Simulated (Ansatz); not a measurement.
Basis-set series for `C=C[Si](O)O` radical. Total charge 0; spin multiplicity 2. All single points use the PBE0-D4/def2-TZVP geometry. It is one conformer, not always the lowest.

| functional | basis | functions | energy (Eh) | HOMO (eV) | LUMO (eV) |
| --- | --- | --- | --- | --- | --- |
| PBE0-D4 | def2-TZVPP | 236 | -518.92787 | -5.61 | -1.87 |
| PBE0-D4 | def2-QZVPP | 448 | -518.95165 | -5.66 | -1.94 |
| ωB97M-V | def2-TZVPP | 236 | -519.19802 | -7.35 | -0.28 |
| ωB97M-V | def2-QZVPP | 448 | -519.22062 | -7.41 | -0.39 |

Q: Give the rows for def2-SVP. (Best estimate.)

A: Ansatz gave: 
| functional | basis | functions | energy (Eh) | HOMO (eV) | LUMO (eV) |
| --- | --- | --- | --- | --- | --- |
| PBE0-D4 | def2-SVP | 99 | -518.53709 | -5.45 | -1.76 |
| ωB97M-V | def2-SVP | 99 | -518.79876 | -7.17 | -0.09 |

HOMO and LUMO are taken over both spins.
